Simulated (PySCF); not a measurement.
H4Cl3F3Si4, SMILES F[Si](F)(F)[SiH2][SiH2][Si](Cl)(Cl)Cl, singlet (GFN2-xTB optimised geometry):

```
14

F      0.853    -3.566    -0.019
Si     0.377    -2.085     0.309
F     -1.203    -2.212     0.171
F      0.568    -2.020     1.889
Si     1.284    -0.303    -0.797
Si     0.427     1.723     0.000
Si    -1.908     1.723     0.000
Cl    -2.662     0.716     1.590
Cl    -2.749     3.566     0.000
Cl    -2.570     0.774    -1.678
H      1.027    -0.492    -2.235
H      2.749    -0.399    -0.674
H      0.916     2.854    -0.803
H      0.895     2.005     1.367
```

Calculation: PySCF with CAM-B3LYP/def2-TZVP.

**Question.** What are the frontier orbital energies and the dipole moment?

**Answer.** HOMO-2 -10.74 eV, HOMO-1 -10.69 eV, HOMO -10.06 eV, LUMO -0.34 eV, LUMO+1 -0.32 eV; dipole moment 3.79 D.

Meta-Löwdin charges at CAM-B3LYP/def2-TZVP: F1 -0.49, Si2 1.45, F3 -0.49, F4 -0.50, Si5 0.10, Si6 0.15, Si7 0.79, Cl8 -0.26, Cl9 -0.26, Cl10 -0.28, H11 -0.05, H12 -0.05, H13 -0.06, H14 -0.06.
